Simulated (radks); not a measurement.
Values are calculated unless marked as measured or tabulated.
Te, 52 electrons, occupied as [Kr] 4d10 5s2 5p4.

Code: a radial shooting solver on a logarithmic mesh with Libxc functionals. Model: scalar-relativistic Kohn-Sham, SCAN, spin-unpolarised, spherical densities, finite nucleus; meta-GGA in the generalised Kohn-Sham scheme; Fermi nuclear charge, rms radius 4.7423 fm.

Energy parts (eV):
total: -184918.375
kinetic: 193746.221
electron-nucleus: -447287.075
Hartree: 73427.229
exchange-correlation: -4804.749

Orbitals (lengths in bohr, moments of r in powers of bohr; r(max) is where P^2 peaks):
orbital,occ.,eigenvalue (eV),<r^4>,r(max)
1s,2,-31683.98,2.876e-06,0.01794
2s,2,-4876.197,0.0004924,0.1012
2p,6,-4373.546,0.0003562,0.08126
3s,2,-977.6017,0.02124,0.2921
3p,6,-812.8133,0.02245,0.2860
3d,10,-564.5778,0.01999,0.2382
4s,2,-168.7717,0.6469,0.7021
4p,6,-117.4588,0.9079,0.7386
4d,10,-42.5800,2.191,0.8104
5s,2,-15.6769,39.63,1.786
5p,4,-6.1497,112.9,2.167

The highest occupied level is 5p at -6.150 eV. For comparison, the ionisation energy in NIST's Atomic Spectra Database is 9.010 eV (measured). In exact Kohn-Sham theory the highest level is minus the ionisation energy, but local and semilocal functionals leave it too shallow, through self-interaction and a potential that decays too fast; potentials with the right tail come closer. The electron density at the nucleus is 2.349e+05 e/bohr^3 (large components only). The density falls to 0.001 e/bohr^3 at r = 4.61 bohr.

Beside tabulated values, note that spin-unpolarised runs miss the spin-polarisation part of the exchange energy of open shells.
